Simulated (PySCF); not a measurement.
# Fractional electron number in Tl⁺ (thallium, charge +1)

The 6s beta orbital of [Xe] 4f14 5d10 6s2 is emptied in steps (occupation f), with all orbitals relaxed, ending at [Xe] 4f14 5d10 6s1. Computed with PySCF 2.14 in def2-TZVPPD with the def2 core potential (60 electrons), with a scalar-relativistic core potential. The exact energy is a straight line in f; departures are measured from the line between the end points of the same method.

```json
{"f": "1", "UHF (eV)": "0.000", "LDA (eV)": "0.000", "PBE (eV)": "0.000", "PBE0 (eV)": "0.000", "r2SCAN (eV)": "0.000", "LC-wPBE (eV)": "0.000", "BHandHLYP (eV)": "0.000", "wB97X (eV)": "0.000", "r2SCAN0 (eV)": "0.000", "TPSS (eV)": "0.000"}
{"f": "0.8", "UHF (eV)": "0.056", "LDA (eV)": "-0.691", "PBE (eV)": "-0.681", "PBE0 (eV)": "-0.491", "r2SCAN (eV)": "-0.618", "LC-wPBE (eV)": "-0.057", "BHandHLYP (eV)": "-0.324", "wB97X (eV)": "-0.130", "r2SCAN0 (eV)": "-0.447", "TPSS (eV)": "-0.660"}
{"f": "0.6", "UHF (eV)": "0.082", "LDA (eV)": "-1.040", "PBE (eV)": "-1.025", "PBE0 (eV)": "-0.738", "r2SCAN (eV)": "-0.929", "LC-wPBE (eV)": "-0.086", "BHandHLYP (eV)": "-0.488", "wB97X (eV)": "-0.196", "r2SCAN0 (eV)": "-0.671", "TPSS (eV)": "-0.995"}
{"f": "0.4", "UHF (eV)": "0.080", "LDA (eV)": "-1.043", "PBE (eV)": "-1.029", "PBE0 (eV)": "-0.740", "r2SCAN (eV)": "-0.929", "LC-wPBE (eV)": "-0.087", "BHandHLYP (eV)": "-0.491", "wB97X (eV)": "-0.195", "r2SCAN0 (eV)": "-0.670", "TPSS (eV)": "-0.999"}
{"f": "0.2", "UHF (eV)": "0.052", "LDA (eV)": "-0.697", "PBE (eV)": "-0.688", "PBE0 (eV)": "-0.494", "r2SCAN (eV)": "-0.620", "LC-wPBE (eV)": "-0.059", "BHandHLYP (eV)": "-0.330", "wB97X (eV)": "-0.128", "r2SCAN0 (eV)": "-0.446", "TPSS (eV)": "-0.670"}
{"f": "0", "UHF (eV)": "0.000", "LDA (eV)": "0.000", "PBE (eV)": "0.000", "PBE0 (eV)": "0.000", "r2SCAN (eV)": "0.000", "LC-wPBE (eV)": "0.000", "BHandHLYP (eV)": "0.000", "wB97X (eV)": "0.000", "r2SCAN0 (eV)": "0.000", "TPSS (eV)": "0.000"}
```

```
   method  E(f=0) − E(f=1) (eV)  −ε at f=1 (eV)  −ε at f=0.4 (eV)
      UHF                18.362          18.720            18.287
      LDA                20.985          16.678            21.842
      PBE                20.514          16.275            21.352
     PBE0                20.195          17.135            20.803
   r2SCAN                20.329          16.480            21.102
  LC-wPBE                19.935          19.577            20.000
BHandHLYP                19.943          17.930            20.336
    wB97X                20.155          19.347            20.326
  r2SCAN0                20.139          17.350            20.701
     TPSS                20.297          16.184            21.105
```

Orbital energy along the path (eV):

| f | UHF | LDA | PBE | PBE0 | r2SCAN | LC-wPBE | BHandHLYP | wB97X | r2SCAN0 | TPSS |
| --- | --- | --- | --- | --- | --- | --- | --- | --- | --- | --- |
| 1 | -18.720 | -16.678 | -16.275 | -17.135 | -16.480 | -19.577 | -17.930 | -19.347 | -17.350 | -16.184 |
| 0.8 | -18.565 | -18.382 | -17.947 | -18.348 | -18.001 | -19.719 | -18.722 | -19.664 | -18.459 | -17.808 |
| 0.6 | -18.421 | -20.104 | -19.640 | -19.571 | -19.550 | -19.859 | -19.523 | -19.992 | -19.583 | -19.447 |
| 0.4 | -18.287 | -21.842 | -21.352 | -20.803 | -21.102 | -20.000 | -20.336 | -20.326 | -20.701 | -21.105 |
| 0.2 | -18.161 | -23.591 | -23.084 | -22.044 | -22.652 | -20.150 | -21.165 | -20.654 | -21.813 | -22.790 |
| 0 | -18.043 | -25.347 | -24.828 | -23.286 | -24.203 | -20.312 | -22.022 | -20.907 | -22.923 | -24.506 |

Reference removal energy between the ground levels: 20.428 eV (measured; NIST Atomic Spectra Database, ionization energies). UHF lacks correlation.
